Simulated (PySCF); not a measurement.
Molecular orbitals of InCl

RHF at R = 2.420 Å; basis In def2-TZVPP with ECP28, Cl def2-TZVPP; scalar-relativistic core potentials; PySCF 2.14. State: ¹Σ⁺ (singlet), closed shell. Only the outer orbitals are listed, counted within each symmetry, core potentials removing the inner ones.

```json
{"orbital": "8σ", "occ.": "2", "ε (eV)": "-13.64", "on In (%)": "35", "main shells (%)": "62 Cl p, 33 In s"}
{"orbital": "4π", "occ.": "2", "ε (eV)": "-11.49", "on In (%)": "4", "main shells (%)": "96 Cl p"}
{"orbital": "4π", "occ.": "2", "ε (eV)": "-11.49", "on In (%)": "4", "main shells (%)": "96 Cl p"}
{"orbital": "9σ", "occ.": "2", "ε (eV)": "-9.22", "on In (%)": "75", "main shells (%)": "59 In s, 25 Cl p, 16 In p"}
{"orbital": "5π", "occ.": "0", "ε (eV)": "0.43", "on In (%)": "99", "main shells (%)": "99 In p"}
{"orbital": "5π", "occ.": "0", "ε (eV)": "0.43", "on In (%)": "99", "main shells (%)": "99 In p"}
{"orbital": "10σ", "occ.": "0", "ε (eV)": "1.87", "on In (%)": "98", "main shells (%)": "86 In p, 9 In d"}
```

Q: Which are the highest filled and the lowest empty level, where do they sit, and how wide is the gap?

A: Highest filled 9σ at -9.22 eV (in %: 59 In s, 25 Cl p, 16 In p); lowest empty 5π at 0.43 eV (in %: 99 In p); the gap at RHF is 9.65 eV. An empty level above zero is unbound, and its energy depends on the basis.

```json
{
  "bond order (Mayer)": "0.77",
  "⟨S²⟩": "0.000",
  "charge on In (Mulliken, basis-dependent)": "0.55",
  "charge on In (Löwdin, basis-dependent)": "0.12",
  "dipole moment (positive dipole means In(−)Cl(+))": "-3.56 D",
  "polarisability along the bond": "66.8 bohr³",
  "polarisability across the bond": "48.7 bohr³"
}
```

Spin–orbit coupling is left out.
